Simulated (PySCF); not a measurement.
A parent and its derivatives

The calculation used TDDFT CAM-B3LYP/def2-SVPD, vertical, gas phase, core orbitals frozen in the response in PySCF. Geometries: GFN2-xTB; one conformer of each isolated species. Triplets are in the Tamm–Dancoff approximation. 'Strongest' means the level of largest summed f among the lowest 8 singlets; it needn't be the same kind of state in each.

Parent: `C[SiH2][SiH2]F`, with lowest singlet excitation energy 6.37 eV, lowest triplet energy 5.60 eV, HOMO–LUMO gap 9.84 eV, HOMO energy -9.75 eV, energy of the strongest computed level 8.49 eV, oscillator strength of the strongest level 0.28. Its spectrum: 195 nm (f 0.028); 168 nm (f 0.003); 166 nm (f 0.048); 158 nm (f 0.080); 155 nm (f 0.005).

Shifts from the parent:

```tsv
change	SMILES	Δ S1 (eV)	Δ T1 (eV)	Δ gap (eV)	Δ HOMO (eV)	Δ strongest (eV)	Δ f (strongest)
H on Si replaced by Cl	C[SiH2][Si@@H](F)Cl	0.00	+0.04	-0.01	-0.02	-0.33	-0.21
H on Si replaced by CHO	C[SiH2][Si@@H](F)C=O	-3.20	-3.11	-1.95	+1.16	-1.98	-0.17
H on Si replaced by COOCH3	COC(=O)[Si@H](F)[SiH2]C	-1.26	-1.16	-0.43	+0.51	-1.27	-0.17
H on Si replaced by CF3	C[SiH2][Si@@H](F)C(F)(F)F	+0.17	+0.14	+0.15	-0.49	-0.11	-0.19
H on Si replaced by C2H5	CC[Si@H](F)[SiH2]C	+0.11	+0.15	+0.01	+0.47	-0.15	-0.09
H on Si replaced by CF=CF2	C[SiH2][Si@H](F)C(F)=C(F)F	-0.61	-1.42	-0.97	+0.60	-1.86	-0.15
H on Si replaced by OC2H5	CCO[Si@H](F)[SiH2]C	+0.11	+0.19	-0.01	+0.41	-0.72	-0.18
H on Si replaced by SH	C[SiH2][Si@H](F)S	-0.88	-0.52	-1.04	+1.10	-1.12	-0.19
```

(1) Predict the same shifts for this change: H on Si replaced by SSiH3 (`C[SiH2][Si@@H](F)S[SiH3]`).

Answers

(1) Δ lowest singlet excitation energy -0.80 eV, Δ lowest triplet energy -0.42 eV, Δ HOMO–LUMO gap -1.16 eV, Δ HOMO energy +1.10 eV, Δ energy of the strongest computed level -1.13 eV, Δ oscillator strength of the strongest level -0.19. Spectrum: 5.57 eV (f 0.011); 6.02 eV (f 0.008); 6.50 eV (f 0.003); 6.66 eV (f 0.073); 6.80 eV (f 0.024). S1 falls most with H on Si replaced by CHO (-3.20 eV), and it rises most with H on Si replaced by CF3 (+0.17 eV). S1 is simply the lowest singlet of each species and needn't be the same kind of state throughout. Over these 9 changes the shifts of S1 and of the HOMO–LUMO gap correlate with r = 0.88.

Lowest levels of each derivative:
- `C[SiH2][Si@@H](F)Cl`: 6.37 eV (f 0.031); 6.87 eV (f 0.028); 7.80 eV (f 0.015)
- `C[SiH2][Si@@H](F)C=O`: 3.17 eV (f 0.002); 5.41 eV (f 0.012); 6.40 eV (f 0.004)
- `COC(=O)[Si@H](F)[SiH2]C`: 5.11 eV (f 0.010); 6.27 eV (f 0.011); 6.87 eV (f 0.019)
- `C[SiH2][Si@@H](F)C(F)(F)F`: 6.54 eV (f 0.031); 7.37 eV (f 0.012); 7.46 eV (f 0.060)
- `CC[Si@H](F)[SiH2]C`: 6.47 eV (f 0.023); 6.96 eV (f 0.049); 7.27 eV (f 0.014)
- `C[SiH2][Si@H](F)C(F)=C(F)F`: 5.76 eV (f 0.026); 6.40 eV (f 0.026); 6.62 eV (f 0.123)
- `CCO[Si@H](F)[SiH2]C`: 6.47 eV (f 0.011); 7.02 eV (f 0.049); 7.76 eV (f 0.093)
- `C[SiH2][Si@H](F)S`: 5.48 eV (f 0.007); 6.00 eV (f 0.046); 6.30 eV (f 0.019)
- `C[SiH2][Si@@H](F)S[SiH3]`: 5.57 eV (f 0.011); 6.02 eV (f 0.008); 6.50 eV (f 0.003)
